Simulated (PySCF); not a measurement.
Zn(Br)(I), SMILES [Zn]([Br])[I] (BrIZn), B3LYP/def2-SVP optimised geometry.

```
3

Zn     0.09     0.00     0.00
Br     2.34     0.00     0.00
I     -2.34     0.00     0.00
```

Density from PySCF with B3LYP/def2-TZVP, def2 effective core potentials past Kr at that geometry. The core electrons that the potentials of I replace are not part of the density.

Minimum of the electron density along straight lines between bonded atoms, close to the bond critical point (lines longer than 1.1 times the sum of covalent radii, or with two minima, are not listed):

```csv
bond,length / Å,ρ at the minimum / e bohr⁻³,∇²ρ there / e bohr⁻⁵,position (fraction from the first atom)
Zn1–Br2,2.250,0.085,0.22,0.45
Zn1–I3,2.439,0.073,0.11,0.44
```
